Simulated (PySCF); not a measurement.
Working out the ionisation energy of Sn⁺

Sn⁺ [Kr] 4d10 5s2 5p1 (2P) → Sn²⁺ [Kr] 4d10 5s2 (1S). All numbers are calculated (PySCF 2.14, a scalar-relativistic core potential, in cc-pVTZ-PP with ECP28MDF). Frozen: 4s2 4p6 4d10. Energies in hartree (1 hartree = 27.21139 eV):

```json
{"part": "UHF", "Sn⁺ (lower)": "-213.088256", "Sn²⁺ (upper)": "-212.583272"}
{"part": "CCSD correlation", "Sn⁺ (lower)": "-0.044054", "Sn²⁺ (upper)": "-0.034121"}
{"part": "(T)", "Sn⁺ (lower)": "-0.000664", "Sn²⁺ (upper)": "0.000000"}
```

**Question.** What does Hartree-Fock give?

**Answer.** (-212.583272) − (-213.088256) = 0.504984 hartree = 13.741 eV.

**Question.** What do CCSD and CCSD(T) give?

**Answer.** The CCSD correlation energies differ by 0.009933 hartree = 0.270 eV and the triples by 0.000664 hartree = 0.018 eV, so CCSD gives 14.011 eV and CCSD(T) 14.029 eV.

Measured between the centres of the two terms (NIST): 14.282 eV, so CCSD(T) (valence) is off by -0.253 eV.

What remains against the reference includes basis incompleteness, the frozen core and higher excitations.
